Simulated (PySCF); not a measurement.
Geometry (Å), atoms numbered from 1 in this order:
```xyz
16

N    -1.639   -1.372   -1.362
Si   -0.436   -0.244   -0.819
Si   -1.597    1.511    0.224
C     0.885   -0.940    0.341
Si    2.242    0.254    0.864
H    -2.349   -1.697   -0.716
H    -1.399   -2.098   -2.028
H     0.262    0.270   -2.040
H    -0.678    2.609    0.659
H    -2.311    1.003    1.442
H    -2.620    2.086   -0.703
H     0.395   -1.334    1.249
H     1.362   -1.801   -0.161
H     1.677    1.366    1.688
H     3.287   -0.446    1.675
H     2.903    0.852   -0.337
```

Geometry: PBE0-D3(BJ)/def2-SVP; GIAO shifts from PySCF, gas phase, non-relativistic, averaged over equivalent atoms.

At PBE0/pcSseg-1 (161 basis functions, 16 s wall time on 1 thread of an Arm Neoverse V2, shared host):
| atoms | δ (ppm) |
| --- | --- |
| N1 | 17.7 |
| Si2 | -23.8 |
| Si5 | -72.4 |
| Si3 | -110.4 |
| C4 | -0.1 |
| H8 | 4.87 |
| H14/H15/H16 | 3.85 |
| H9/H10/H11 | 3.44 |
| H6/H7 | 0.26 |
| H13 | 0.17 |
| H12 | -0.04 |

Referencing at the same level of theory: ¹⁵N (σ = 265.67 ppm) against NH3; ²⁹Si (σ = 351.99 ppm), ¹³C (σ = 184.41 ppm), ¹H (σ = 31.27 ppm) vs TMS.

Predict the values at PBE/pcSseg-2 on the same geometry.

## Answers


| atoms | δ at PBE/pcSseg-2 | change |
| --- | --- | --- |
| N1 | 24.5 | +6.8 |
| Si2 | -23.4 | +0.4 |
| Si5 | -78.3 | -5.9 |
| Si3 | -120.0 | -9.6 |
| C4 | 3.5 | +3.6 |
| H8 | 5.19 | +0.32 |
| H14/H15/H16 | 4.01 | +0.16 |
| H9/H10/H11 | 3.52 | +0.08 |
| H6/H7 | 0.41 | +0.15 |
| H13 | 0.47 | +0.30 |
| H12 | 0.30 | +0.34 |

Referencing at the same level of theory: ¹⁵N (σ = 261.04 ppm) vs NH3; ²⁹Si (σ = 323.43 ppm), ¹³C (σ = 179.39 ppm), ¹H (σ = 31.18 ppm) against TMS.

The largest change is at Si3 (silicon bonded to Si, 3 H). Cost: 355 basis functions, 70 s wall time on 1 thread of an Arm Neoverse V2, shared host.

Experimental scales use liquid or dissolved standards, which lie at an offset from isolated NH3 (liquid NH3: subtract about 20 ppm).
